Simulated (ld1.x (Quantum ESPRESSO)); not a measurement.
## Ir, PAW: configuration errors across variants

```json
{"Element": "Ir", "Generator": "ld1.x (Quantum ESPRESSO) 7.5", "Type": "PAW", "Functional": "PW91", "Relativity": "non-relativistic", "Frozen core": "[Kr] 4d10", "Valence charge": "31", "Reference configuration": "4f14 5s2 5p6 5d7 6s1 6p0 (charge +1)", "Partial waves": "5s (bound): rcut 1.75, rcutus 2.20 bohr; 6s (bound): rcut 1.75, rcutus 2.20 bohr; 5p (bound): rcut 1.55, rcutus 1.65 bohr; 6p (bound, empty): rcut 1.55, rcutus 1.65 bohr; 5d (bound): rcut 1.25, rcutus 1.50 bohr; 5d channel at -0.55 Ry: rcut 1.25, rcutus 1.50 bohr; 4f (bound): rcut 0.60, rcutus 0.75 bohr; 4f channel at -3.25 Ry: rcut 0.60, rcutus 0.75 bohr", "Local potential": "all-electron potential smoothed inside 0.85 bohr (lloc = -1)", "Core correction": "Bessel-smoothed model core, default radius (core density twice the valence density)", "Augmentation charge": "BESSEL, radius 0.65 bohr"}
```

All-electron excitation energies from the reference (eV): (1) 4f14 5s2 5p6 5d7 6s2 6p0 -8.314; (2) 4f14 5s2 5p6 5d7 6s0 6p0 15.162; (3) 4f14 5s2 5p6 5d6 6s0 6p0 46.630; (4) 4f14 5s2 5p6 5d7.5 6s1.5 6p0 -10.037.

On the changes marked as counting shells twice: ld1.x takes every shell without a wave as core, so the model core holds the marked electrons as well and exchange and correlation see them twice. This cancels in the reference configuration, but the file is broken for other ones, and its errors say nothing about a proper core correction.

The overlap operator is not positive definite (basis up to 400 Ry) in “base”, “waves 5d (bound): rcut 1.25, rcutus 1.82 bohr; 5d channel at -0.55 Ry: rcut 1.25, rcutus 1.82 bohr”, “all radii but the core radius scaled by about 0.86 (s 1.88, p 1.42, d 1.28, f 0.64 bohr, rcut 1.50/1.34/1.08/0.52); local potential all-electron potential smoothed inside 0.74 bohr (lloc = -1); augmentation BESSEL, radius 0.56 bohr”, “waves 5p (bound): rcut 1.55, rcutus 2.50 bohr; 6p (bound): rcut 1.55, rcutus 2.50 bohr”. Such files are unfit for use, however small their errors in these radial tests.

Tests that are not counted but printed errors over 1 eV. “type TM; waves now 5p (bound): rc 1.65 bohr; 5d (bound): rc 1.50 bohr; 4f (bound): rc 0.75 bohr; 5s (bound): rc 2.20 bohr; local potential the s channel (6s counted twice)”: 4f13 5s2 5p6 5d7 6s2 6p0 (converged, but collapsed or in another state, printed error -25.3 eV); 4f14 5s1 5p6 5d7 6s2 6p0 (converged, but collapsed or in another state, printed error -20.8 eV); 1 more.

1 further variants failed, have other tests or too few solved ones, and are left out.

A true bound ghost makes a file unfit for plane-wave use even where its test errors are small: the radial tests pick states by their node count and pass the ghost by.

The file “type TM; waves now 5p (bound): rc 1.65 bohr; 5d (bound): rc 1.50 bohr; 4f (bound): rc 0.75 bohr; 5s (bound): rc 2.20 bohr; local potential the s channel (6s counted twice)” misses its own reference levels by 13.7 eV.

Errors AE − PS in meV (a dash: test not solved or not reliable):

| change | (1) | (2) | (3) | (4) | bound ghosts |
| --- | --- | --- | --- | --- | --- |
| base | -31 | -107 | -42 | -5.2 | not determined (overlap not positive) |
| waves 5d (bound): rcut 1.25, rcutus 1.82 bohr; 5d channel at -0.55 Ry: rcut 1.25, rcutus 1.82 bohr | -28 | -107 | -41 | -5.1 | not determined (overlap not positive) |
| all radii but the core radius scaled by about 0.86 (s 1.88, p 1.42, d 1.28, f 0.64 bohr, rcut 1.50/1.34/1.08/0.52); local potential all-electron potential smoothed inside 0.74 bohr (lloc = -1); augmentation BESSEL, radius 0.56 bohr | – | – | – | – | p (s not tested, overlap not positive) |
| type TM; waves now 5p (bound): rc 1.65 bohr; 5d (bound): rc 1.50 bohr; 4f (bound): rc 0.75 bohr; 5s (bound): rc 2.20 bohr; local potential the s channel (6s counted twice) | -3627 | +6555 | +796 | – | not determined |
| waves 5p (bound): rcut 1.55, rcutus 2.50 bohr; 6p (bound): rcut 1.55, rcutus 2.50 bohr | – | – | – | – | p (s not tested, overlap not positive) |

Problem. Give the same row for: waves 4f (bound): rcut 0.60, rcutus 0.80 bohr; 4f channel at -3.25 Ry: rcut 0.60, rcutus 0.80 bohr.

Solution. -36, -127, -61, -5.2; bound ghosts: not determined (overlap not positive). Its overlap operator is not positive definite in a basis up to 400 Ry (lowest eigenvalue s -0.20, p -0.04), so the file is unfit for use: the generalised eigenproblem breaks down once the basis is large enough, and its test numbers describe a broken file.
